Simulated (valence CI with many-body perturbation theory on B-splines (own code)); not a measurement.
**Cd16+: input, log and results**

Calculated by valence CI with perturbative core correlation (CI+MBPT): four valence electrons over a frozen Dirac-Fock core [Ar] 3d10, a basis of 6 s, 6 p, 5 d, 3 f, 1 g functions for each j, with the one-electron correlation potential Σ1 (screened to all orders), the two-electron term Σ2, the three-electron term Σ3, Breit, model QED; selected single and double excitations, second order for the rest, scaled by the run's own slope (own B-spline code, finite nucleus).

Command, and the settings that its task file holds:

```sh
python run_cv.py task.json out
```

```
atom Cd  Z=48  mass_number=114  rms_radius_fm=4.6087
core [Ar] 3d10
valence 4s2 4p2
avg = 1
basis = S
breit = 1
cap = 10000
capref = 1200
cscale = 1
de = 0.0
dress = 0
eps = 2e-08
extrap = 1
h = 0.27
hh = 1
l2 = 3
lcore = 6
maxit = 3
n2 = 5
natural = 1
nlev = 20
nno = [3, 3, 3, 2, 1]
nroot = 26
nsp = [3, 3, 2, 1, 0]
pt2 = 1
qed = 1
rpa = 1
s1 = 1
s2 = 1
s3 = 1
screen = 1
tol = 2e-05
whole = 1
```

It took 49 s on 1 thread of Arm Neoverse N1, on a shared host.

Log. The first blocks belong to the next ion, which gives the ionisation energy. Fields: 2J, parity (1 odd), roots, reference size, generating configurations, candidates as configurations/state functions, variational space P, stored matrix elements, Davidson steps; e2 is the range of second-order energies in hartree. The first line gives the box (bohr), its intervals, the orbitals and the steps of their self-consistent field. Window is the range of levels sought, series limit the energy at which the first omitted orbital would enter, core excitation an estimate of the first excitation out of the core, left out the lowest levels not solved, and shifts from estimates the range by which levels moved from their first estimate, all in cm⁻¹.

```
rmax 6.7 intervals 60 orbitals 36 references ['4s2 4p2', '4s 4p3', '4s2 4p 4d', '4p4', '4s 4p2 4d'] scf 5 t 1.8
2J=1 par=1 roots 2 ref 34 generators 7 cand 669/953 P 697/987 nnz 0 it 0
2J=1 par=1 roots 2 ref 34 generators 15 cand 429/659 P 1126/1646 nnz 0 it 3
   second order: generators 30 cand 1561/2302 e2 -0.00001 -0.00000
reference levels 470, estimated 50, window 682221 1/cm; series limit 2026793, core excitation 3169860
2J=0 par=0 roots 3 ref 27 generators 13 cand 253/494 P 1881/2910 nnz 7.5e+05 it 3
2J=0 par=0 roots 3 ref 27 generators 22 cand 842/1575 P 2723/4485 nnz 1.5e+06 it 3
   second order: generators 39 cand 6027/12189 e2 -0.00002 -0.00001
2J=2 par=0 roots 2 ref 45 generators 10 cand 353/1002 P 1193/3540 nnz 1.6e+06 it 3
2J=2 par=0 roots 2 ref 45 generators 14 cand 1138/4618 P 2331/8158 nnz 6.2e+06 it 3
   second order: generators 28 cand 5424/28098 e2 -0.00004 -0.00002
2J=4 par=0 roots 3 ref 63 generators 13 cand 333/1008 P 1094/3546 nnz 1.7e+06 it 3
2J=4 par=0 roots 3 ref 63 generators 24 cand 1294/6365 P 2388/9911 nnz 9.1e+06 it 3
   second order: generators 45 cand 7220/49447 e2 -0.00008 -0.00003
2J=4 par=1 roots 8 ref 62 generators 23 cand 277/1015 P 1068/3573 nnz 1.6e+06 it 3
2J=4 par=1 roots 8 ref 62 generators 32 cand 1283/6394 P 2351/9967 nnz 9.1e+06 it 3
   second order: generators 63 cand 8819/60780 e2 -0.00013 -0.00002
2J=2 par=1 roots 7 ref 49 generators 24 cand 293/1012 P 1248/3551 nnz 1.4e+06 it 3
2J=2 par=1 roots 7 ref 49 generators 32 cand 1628/6402 P 2876/9953 nnz 8e+06 it 3
   second order: generators 64 cand 8485/43572 e2 -0.00007 -0.00002
2J=6 par=1 roots 4 ref 56 generators 18 cand 196/1019 P 1032/3598 nnz 1.7e+06 it 3
2J=6 par=1 roots 4 ref 56 generators 28 cand 1251/6393 P 2283/9991 nnz 9.3e+06 it 3
   second order: generators 49 cand 7508/58642 e2 -0.00014 -0.00004
2J=0 par=1 roots 2 ref 18 generators 11 cand 413/706 P 1984/3090 nnz 8.4e+05 it 3
2J=0 par=1 roots 2 ref 18 generators 16 cand 744/1223 P 2728/4313 nnz 1.4e+06 it 3
   second order: generators 29 cand 6167/12859 e2 -0.00003 -0.00001
2J=8 par=1 roots 1 ref 38 generators 6 cand 363/1475 P 1189/4809 nnz 2.9e+06 it 3
2J=8 par=1 roots 1 ref 38 generators 14 cand 735/3172 P 1924/7981 nnz 6.4e+06 it 3
   second order: generators 19 cand 5138/38682 e2 -0.00006 -0.00006
left out: unestimated 987578, estimated 854929, shifts from estimates -5 to 27
operators 3.6
```

The Davidson iterations stopped at their limit. The settings are bad on purpose, so the numbers may not be properties of the ion.

No measured levels were compared; by estimate levels hold to about 250 cm⁻¹ or 0.2 % of their energy and the worst to 1 %, as in measured heavy ions of charge 2 to 7; those with d or f electrons hold less well.

- Valence energy: -71.0909 hartree
- Ionisation energy: 421.59 eV (NIST: 421 ± 3 eV (theoretical))
- Reference configurations for the orbitals: 4s2 4p2, 4s 4p3, 4s2 4p 4d, 4p4, 4s 4p2 4d
- Radial orbitals: 36
- Box radius: 6.742 bohr
- Largest variational space: 9991
- Lowest levels: (4s^2 4p1/2^2) J=0 0, (4s^2 4p1/2 4p3/2) J=1 50564, (4s^2 4p1/2 4p3/2) J=2 65564, (4s^2 4p3/2^2) J=2 128470, (4s^2 4p3/2^2) J=0 167640, (4s 4p1/2^2 4p3/2) J=2 334470, (4s 4p1/2^2 4p3/2) J=1 396320, (4s 4p1/2 4p3/2^2) J=2 [a] 406100, (4s 4p1/2 4p3/2^2) J=3 425280, (4s 4p1/2 4p3/2^2) J=0 458930, (4s 4p1/2 4p3/2^2) J=1 [a] 466570, (4s 4p1/2 4p3/2^2) J=2 [b] 472780, (4s 4p1/2 4p3/2^2) J=1 [b] 517750, (4s 4p3/2^3) J=2 524160 cm⁻¹

Levels are named by their leading jj configuration (3d3/2^4 stands for four electrons in 3d with j = 3/2), which in mixed levels can hold well under half, so a name can repeat and another be missing. Letters in brackets count levels of one name in rising energy.
